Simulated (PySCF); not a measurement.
# Electron correlation in Ni⁺ (nickel, charge +1)

Starting occupation: [Ar] 3d8 4s1, 3d3/2 with m_j = -1/2, +1/2, +3/2, 3d5/2 with m_j = -3/2, -1/2, +1/2, +3/2, +5/2, 4s1/2 with m_j = +1/2. Calculation: PySCF 2.14, in x2c-TZVPall-2c (6s7p4d1f, 54 functions); X2C-1e with screened-nucleus spin-orbit coupling, Gaussian nucleus. Frozen: [Ne]; 17 electrons correlated; the 6 highest virtual spinors left out.

MP2 pair energies summed by pair of shells (mhartree):

```
 pair   energy  share (%)
3d-3d  -210.28       40.8
3d-3p  -173.53       33.7
3p-3p   -51.09        9.9
3d-3s   -33.17        6.4
3p-3s   -20.87        4.0
3d-4s   -17.11        3.3
3p-4s    -5.77        1.1
3s-3s    -3.09        0.6
3s-4s    -0.47        0.1
```

Total MP2 correlation energy: -515.37 mhartree.

The GHF reference relaxed away from the jj start to a determinant that is no pure jj level (⟨S²⟩ = 3.75, ⟨J²⟩ = 24.76); the energies belong to that determinant.

This basis was not built for core-valence correlation, so the inner-shell part is incomplete.
